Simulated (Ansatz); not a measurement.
Results of the Gaussian-basis code of Ansatz.

A structure relaxed at PBE0-D4/def2-TZVP, charge 0, multiplicity 1:

```xyz
19

C    -3.4689   -0.0292    1.8456
Mg   -1.6406   -0.0199    0.8762
O    -0.9725   -0.6563   -0.8629
C     0.1925   -0.5638   -1.3143
C     0.3647   -1.1686   -2.7180
F    -0.4447   -0.5529   -3.5772
F     1.6118   -1.0584   -3.1738
F     0.0461   -2.4609   -2.6951
C     1.2972    0.0111   -0.6904
C     1.1910    0.5713    0.5806
C     2.4420    1.1928    1.2242
F     2.7146    0.5742    2.3711
F     2.2235    2.4801    1.4843
F     3.5173    1.1060    0.4422
O     0.1664    0.6379    1.2983
H    -4.1013   -0.8596    1.5163
H    -4.0314    0.8918    1.6602
H    -3.3552   -0.1182    2.9306
H     2.2475    0.0224   -1.1980
```

Q: Give its formula and SMILES.

A: C6H4F6MgO2, `[CH3][Mg-]1[O]C(C(F)(F)F)=CC(C(F)(F)F)=[O+]1`.

Q: Point group (tolerance 0.08 Å, 0.16 Å for H)?

A: Cs.

Q: Summarise the bond lengths by kind.

A: 1 × C–Mg 2.069 Å; 4 × C–H 1.077 to 1.095 Å; 2 × Mg–O 1.969 Å; 2 × C–O 1.253 Å; 4 × C–C 1.393 to 1.538 Å; 6 × C–F 1.331 to 1.332 Å.
